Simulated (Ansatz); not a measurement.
Energy needed to pull apart CH$_{2}$O$_{2}$Si (SMILES OC1=[SiH]O1), closed shell, into free ground-state atoms, from the structure below (displaced at random from a GFN2-xTB minimum); no zero-point or spin–orbit terms; open-shell atoms are treated unrestricted, in their ground-state multiplicity.

```csv
atom,x (Å),y (Å),z (Å)
O1,-0.8429,0.8371,-0.9203
C2,-0.0934,-0.2796,-0.7656
Si3,0.9959,-0.2919,0.7838
O4,-0.5352,-0.9577,0.5149
H5,-0.7984,1.1395,-1.7834
H6,1.1362,-0.3978,2.3456
```

Program: Ansatz 0.2.0. Basis: def2-TZVPP. Cores are frozen in the correlated methods. B3LYP uses VWN-RPA correlation.

```json
{"method": "PBE-D4", "atomization energy (kJ/mol)": "2161"}
{"method": "r2SCAN-D4", "atomization energy (kJ/mol)": "2061"}
{"method": "PBE0-D4", "atomization energy (kJ/mol)": "2028"}
{"method": "B3LYP-D4", "atomization energy (kJ/mol)": "?"}
{"method": "r2SCAN0-D4", "atomization energy (kJ/mol)": "1953"}
{"method": "wB97M-V", "atomization energy (kJ/mol)": "?"}
{"method": "HF", "atomization energy (kJ/mol)": "1137"}
{"method": "MP2", "atomization energy (kJ/mol)": "2026"}
{"method": "CCSD", "atomization energy (kJ/mol)": "1878"}
{"method": "CCSD(T)", "atomization energy (kJ/mol)": "1955"}
```

What does wB97M-V give? (Judge from chemistry; the value comes from the calculation.)

The calculation gives: 2042 kJ/mol, which is about 87 kJ/mol more than CCSD(T)/def2-TZVPP.

What does B3LYP-D4 give? (An estimate is asked for; the value comes from the calculation.)

By the calculation: 2028 kJ/mol, which is about 73 kJ/mol more than CCSD(T)/def2-TZVPP.

In triple zeta the MP2 and coupled-cluster atomization energies are still short of their basis limit by a few kcal/mol a bond, whereas those of the functionals are nearly converged, so these differences are not deviations from converged CCSD(T).

T1 diagnostic: at most 0.027. The T1 diagnostic is large here, which may signal multireference character or strong orbital relaxation, so CCSD(T) is less sure. The restricted Hartree–Fock reference is unstable towards an unrestricted one here.

For scale, one of the runs: CCSD(T)/def2-TZVPP forces, 163 basis functions (an equivalent command: `ansatz run in.yaml --threads 4`). The run took 75 s on 4 CPU threads (shared host), with 2.4 GiB of host memory at its peak.
